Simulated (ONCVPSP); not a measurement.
# Transferability test, ONCV potential for strontium (Sr)

- Element: Sr
- Generator: ONCVPSP 4.0.1
- Type: optimised norm-conserving Vanderbilt (ONCV)
- Functional: revPBE
- Relativity: scalar-relativistic
- Frozen core: [Ar] 3d10 4s2
- Valence charge: 8
- Reference configuration: 4p6 4d0.5 5s1.5
- Partial waves: 5s: rc 3.40 bohr, ncon 4, nbas 7, qcut 1.5 1/bohr, 3 projectors, debl 3.7 Ha; 4p: rc 1.60 bohr, ncon 5, nbas 9, qcut 4.2 1/bohr, 1 projector; 4d: rc 3.50 bohr, ncon 3, nbas 8, qcut 5.3 1/bohr, 2 projectors, debl 0.8 Ha
- Local potential: polynomial inside 1.40 bohr (lpopt 5, dvloc0 0 Ha)
- Core correction: Teter function, fcfact 4.25, rcfact 1.45

Energies are relative to the spin-unpolarised reference configuration 4p6 4d0.5 5s1.5; without spin polarisation the order of configurations can differ from experiment. Not all tests gave a result: 1 of 4 tests not solved or not reliable.

```tsv
valence configuration	charge	ΔE all-electron (eV)	error AE − PS (meV)
4p6 4d0 5s2	0	-1.142	+0.3
4p6 4d0 5s1	+1	4.677	+8.6
4p6 4d1 5s0	+1	6.400	-1.9
```

Note: no bound ghost flagged; GHOST(+) flagged for s at 64.1 eV, s at 233.8 eV.
